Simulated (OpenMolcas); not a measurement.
An OpenMolcas run meant for Er3+ (ANO-R2, X2C; inactive shells 1s 2s 2p 3s 3p 3d 4s 4p 4d 5s 5p; intended active space 11 electrons in 7 orbitals (4f)). One step of its input:

```
&RASSCF
FileOrb=start.orb
Symmetry=2
Spin=4
nActEl=12 0 0
Inactive=15 12
Ras2=0 7
CIRoot=35 35 1
SDav=35
CIMx=300
Iter=79 100
PrWF=0.3
OrbListing=Nothing
MaxOrb=0
Atom
>>> COPY $Project.JobIph JOB001
```

Lines from the output:

```
--- SEWARD ---
Basis set label: ER.ANO-R...9S6P4D3F1G.

      Electronic valence basis set:
      ------------------
      Associated Effective Charge  68.000000 au
      Associated Actual Charge     68.000000 au
      Nuclear Model: Finite nucleus - Gaussian distribution
        Gaussian exponent, Xi/bohr**(-2):  1.57482E+08

      Shell  nPrim  nBasis  Cartesian Spherical Contaminant
         s      25       9        X
         p      19       6        X
         d      12       4                 X
         f      10       3                 X
         g       5       1                 X
                  Relativistic X2C integrals
                  Atomic mean-field integrals
--- RASSCF ---

 Nr of active orbitals     NAC=   7
 Spin degeneracy         ISPIN=   4
 There can be no such wave function.
 ************************************************
--- Stop Module: rasscf at  /rc=_RC_INPUT_ERROR_ ---
.####################.
.# User input error #.
.####################.
```

**Question.** What is wrong with the input?

**Answer.** nActEl holds one electron too many for this ion, which clashes with the multiplicity.
